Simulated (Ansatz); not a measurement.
C₂H₇BS₂. Charge 0, multiplicity 1. The bonds changed during the relaxation, so this is another structure than the one it started from.

Cartesian coordinates in Å:
```
C 0.088 -1.162 1.075
B -0.226 -1.214 -0.470
S 1.093 -0.665 -1.751
S -0.571 0.480 -1.442
C -0.037 1.832 -0.382
H 0.828 -0.415 1.372
H -0.819 -1.010 1.670
H 0.492 -2.135 1.372
H -1.006 -2.013 -0.903
H 0.517 2.551 -0.983
H 0.581 1.453 0.428
H -0.941 2.298 0.015
```

(1) What are the harmonic wavenumbers in cm⁻¹ at PBE0-D4/def2-TZVP (Ansatz, finite differences of forces, unscaled)? (Estimate.)

(2) Is this a minimum?

(3) Give the ideal-gas thermochemistry at 298.15 K and 1 bar (rigid rotor, harmonic oscillator; point group C1, symmetry number 1).

## Answers

(1) Computed: 126, 141, 200, 223, 275, 326, 375, 519, 620, 720, 803, 852, 914, 966, 974, 1003, 1113, 1326, 1338, 1442, 1452, 1460, 1473, 2595, 3037, 3067, 3100, 3121, 3163, 3196.

(2) Yes, all 30 modes are real.

(3) Zero-point energy 238.8 kJ/mol; H(298) − E = 260.4 kJ/mol; entropy 347.3 J/(mol·K), of which translation 167.0, rotation 113.1, vibration 67.2; G(298) − E = 156.8 kJ/mol.
